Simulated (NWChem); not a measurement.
Everything below was run with NWChem. System: H$_{3}$BrSi, charge 0, spin multiplicity 1, at a geometry optimised with PBE0/def2-SVP. The structure started from a generated list of species. Level: CCSD(T)/def2-SVP, 14 core orbitals frozen.

NWChem printed:

```
             Northwest Computational Chemistry Package (NWChem) 7.3.0
             --------------------------------------------------------

                                NWChem Input Module
                                -------------------

 Scaling coordinates for geometry "geometry" by  1.889725989
 (inverse scale =  0.529177249)

 Turning off AUTOSYM since
 SYMMETRY directive was detected!

                             Geometry "geometry" -> ""
                             -------------------------

 Output coordinates in angstroms (scale by  1.889725989 to convert to a.u.)

  No.       Tag          Charge          X              Y              Z
 ---- ---------------- ---------- -------------- -------------- --------------
    1 Si                  14.0000     0.03652300    -1.47058200     0.00000000
    2 Br                  35.0000    -0.01875400     0.75512600     0.00000000
    3 H                    1.0000     0.75338000    -1.92957000     1.22153000
    4 H                    1.0000     0.75338000    -1.92957000    -1.22153000
    5 H                    1.0000    -1.36169600    -1.98213200     0.00000000

 Effective nuclear repulsion energy (a.u.)     150.2665821936

            Nuclear Dipole moment (a.u.)
            ----------------------------
        X                 Y               Z
 ---------------- ---------------- ----------------
    -0.0000075589    -0.0000188973     0.0000000000

      Symmetry information
      --------------------

 Group name             Cs
 Group number              2
 Group order               2
 No. of unique centers     4

      Symmetry unique atoms

     1    2    3    5


 Summary of "ao basis" -> "" (spherical)
 ------------------------------------------------------------------------------
       Tag                 Description            Shells   Functions and Types
 ---------------- ------------------------------  ------  ---------------------
 *                          def2-svp                  on all atoms

 Summary of "ao basis" -> "ao basis" (spherical)
 ------------------------------------------------------------------------------
       Tag                 Description            Shells   Functions and Types
 ---------------- ------------------------------  ------  ---------------------
 Si                         def2-svp                 8       18   4s3p1d
 Br                         def2-svp                12       32   5s4p3d
 H                          def2-svp                 3        5   2s1p
[...]
         Wavefunction type : Restricted Hartree-Fock
          No. of electrons :    52
           Alpha electrons :    26
            Beta electrons :    26
           No. of orbitals :   130
            Alpha orbitals :    65
             Beta orbitals :    65
        Alpha frozen cores :    14
         Beta frozen cores :    14
     Alpha frozen virtuals :     0
      Beta frozen virtuals :     0
         Spin multiplicity : singlet
    Number of AO functions :    65
       Number of AO shells :    29
        Use of symmetry is : on
      Symmetry adaption is : on
         Schwarz screening : 0.10D-09

          Correlation Information
          -----------------------
          Calculation type : Coupled-cluster singles & doubles w/ perturbation
   Perturbative correction : (T)
            Max iterations :      100
        Residual threshold : 0.10D-05
     T(0) DIIS level shift : 0.00D+00
     L(0) DIIS level shift : 0.00D+00
     T(1) DIIS level shift : 0.00D+00
     L(1) DIIS level shift : 0.00D+00
     T(R) DIIS level shift : 0.00D+00
     T(I) DIIS level shift : 0.00D+00
   CC-T/L Amplitude update :  5-th order DIIS
                I/O scheme : Global Array Library
        L-threshold :  0.10D-05
        EOM-threshold :  0.10D-05
 no EOMCCSD initial starts read in
 TCE RESTART OPTIONS
 SLICE:      F
 D4D5:       F
 quantumc:   F
 qrotation:  F
 pwtce:      F
 qducc:      F
 nacto:                         0
 nrotv:                         0
 nrot:                          0

            Memory Information
            ------------------
          Available GA space size is     249032575 doubles
          Available MA space size is     104853204 doubles

 Maximum block size supplied by input
 Maximum block size        24 doubles

 tile_dim =     14

 -------------------------------------------------
   1    alpha     a'     8 doubles       0       1
   2    alpha     a"     4 doubles       8       2
   3    beta      a'     8 doubles      12       1
   4    beta      a"     4 doubles      20       2
   5    alpha     a'    12 doubles      24       5
   6    alpha     a'    13 doubles      36       6
   7    alpha     a"    14 doubles      49       7
   8    beta      a'    12 doubles      63       5
   9    beta      a'    13 doubles      75       6
  10    beta      a"    14 doubles      88       7

 Global array virtual files algorithm will be used

 Parallel file system coherency ......... OK

 4-electron integrals stored in orbital form

 v2    file size   =           787165
 4-index algorithm nr.  13 is used
 imaxsize =       30
 imaxsize ichop =        0


CCSD iterations
 ---------------------------------------------------------
 Iter          Residuum       Correlation     Cpu    Wall
 ---------------------------------------------------------
    1   0.1509508859592  -0.3347080418931     0.1     0.1
    2   0.0349851487243  -0.3506805273688     0.1     0.1
    3   0.0114626168180  -0.3571295480161     0.1     0.1
    4   0.0041942167813  -0.3585071679055     0.1     0.1
    5   0.0016638611388  -0.3590290540610     0.1     0.1
    6   0.0003474315840  -0.3592737873469     0.1     0.1
    7   0.0001422746059  -0.3592973265356     0.1     0.1
    8   0.0000678450438  -0.3593010432552     0.1     0.1
    9   0.0000350443578  -0.3593017996955     0.1     0.1
   10   0.0000182398077  -0.3593025815408     0.1     0.1
   11   0.0000023843229  -0.3593031451348     0.1     0.1
   12   0.0000009711806  -0.3593033651303     0.1     0.1
 -----------------------------------------------------------------
 Iterations converged
 CCSD correlation energy / hartree =        -0.359303365130281
 CCSD total energy / hartree       =     -2863.086711613229454

 Singles contributions

 Doubles contributions
 CCSD(T)
 Using plain CCSD(T) code
             total no. of tasks           74
 total no. of tasks / no. procs           74
                         wl_min       129024           7.1
                         wl_max      1304576          10.5
        thresh for no. of tasks           74

 CCSD[T]  correction energy / hartree =        -0.007665189771751
 CCSD[T] correlation energy / hartree =        -0.366968554902032
 CCSD[T] total energy / hartree       =     -2863.094376803001069
 CCSD(T)  correction energy / hartree =        -0.007371518936473
 CCSD(T) correlation energy / hartree =        -0.366674884066754
 CCSD(T) total energy / hartree       =     -2863.094083132165906

 Task  times  cpu:        4.6s     wall:        4.6s

 Total times  cpu:        4.6s     wall:        4.6s
```

**Question.** Write an NWChem input that would produce this output.

**Answer.** Several could match; the one computed here: 
```
start mol
memory heap 100 mb stack 700 mb global 1900 mb
geometry units angstroms nocenter noautoz
  Si     0.036523    -1.470582     0.000000
  Br    -0.018754     0.755126     0.000000
  H      0.753380    -1.929570     1.221530
  H      0.753380    -1.929570    -1.221530
  H     -1.361696    -1.982132     0.000000
  symmetry group Cs
end
basis spherical
  * library def2-svp
end
scf
  rhf
  nopen 0
  maxiter 100
  thresh 1e-7
  semidirect memsize 60000000 filesize 0
end
tce
  freeze core 14
  ccsd(t)
  2eorb
  2emet 13
  thresh 1e-6
  maxiter 100
  tilesize 24
end
task tce energy
```
